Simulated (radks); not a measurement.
The nuclear charge of the chlorine ion Cl+ is varied continuously with 16 electrons held in [Ne] 3s2 3p4. All-electron calculation, non-relativistic Kohn-Sham, TPSS, spin-unpolarised, spherical densities, point nucleus; meta-GGA in the generalised Kohn-Sham scheme. Program: a radial shooting solver on a logarithmic mesh with Libxc functionals. By the Hellmann-Feynman theorem dE/dZ = E(electron-nucleus)/Z, the electronic potential at the nucleus.

Z,E (hartree),E(electron-nucleus)/Z (hartree),HOMO,e(HOMO) (eV),<r> HOMO (bohr)
16,-398.10259,-59.1873,3p,-7.081,2.065
16.1,-404.04499,-59.6607,3p,-8.156,2.020
16.2,-410.03472,-60.1338,3p,-9.270,1.978
16.3,-416.07174,-60.6066,3p,-10.424,1.937
16.4,-422.15603,-61.0791,3p,-11.615,1.899
16.5,-428.28755,-61.5513,3p,-12.845,1.863
16.6,-434.46629,-62.0233,3p,-14.111,1.828
16.7,-440.69221,-62.4951,3p,-15.414,1.795
16.8,-446.96529,-62.9666,3p,-16.754,1.764
16.9,-453.28552,-63.4379,3p,-18.129,1.734
17,-459.65287,-63.9091,3p,-19.541,1.705
17.1,-466.06733,-64.3801,3p,-20.987,1.677
17.2,-472.52888,-64.8509,3p,-22.469,1.650
17.3,-479.03751,-65.3215,3p,-23.985,1.624
17.4,-485.59319,-65.7921,3p,-25.536,1.600
17.5,-492.19591,-66.2624,3p,-27.122,1.576
17.6,-498.84567,-66.7327,3p,-28.742,1.553
17.7,-505.54244,-67.2028,3p,-30.395,1.530
17.8,-512.28622,-67.6728,3p,-32.083,1.509
17.9,-519.07700,-68.1427,3p,-33.804,1.488
18,-525.91476,-68.6125,3p,-35.559,1.468

The central difference of E at Z = 17 is -63.909 hartree, to compare with the third column; the second derivative is -4.71 hartree.
